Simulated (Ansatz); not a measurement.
Calculated with Ansatz (gas phase, PBE0-D4/def2-TZVP geometries, no zero-point term in ΔE). CCSD(T)/CBS adds triple-zeta CCSD(T) − MP2 to the extrapolated MP2 energy (def2 sets, frozen cores). This one scheme is used for every species. def2 core potentials past Kr. For Sb outer-core shells are correlated without core-valence functions, which leaves a few kJ/mol of doubt a bond. Each species was taken in one conformer, which may not be the lowest.

Reaction (cleavage of the Si–Sb bond): `[CH3][AlH][SiH2][SbH2]` + CH₃OH → `CO[SiH2][AlH][CH3]` + stibine

```csv
level,ΔE (eV)
SCS-MP2/def2-TZVPP,-0.26
CCSD(T)/def2-TZVPP,-0.19
```

(1) What does CCSD(T)/CBS give? (An estimate is asked.)

Largest T1 diagnostic among the species: 0.014.

Answers

(1) The calculation gave: -0.09 eV. The listed levels differ from it by -0.17, -0.10 eV.

In def2-TZVPP, CCSD(T) changes the Hartree–Fock value by +0.43 eV (the triples alone add +0.08 eV) and MP2 by +0.50 eV. The D4 term adds +0.08 eV with B3LYP and +0.04 eV with PBE0; it sums over pairs of atoms, weighted by their polarisabilities, and B3LYP, whose exchange is more repulsive, gets the larger term. From PBE to PBE0 (25 % exact exchange), in def2-TZVPP and without D4, ΔE moves by −0.05 eV.

B3LYP here is the variant with VWN-RPA as its local correlation; programs differ in this.
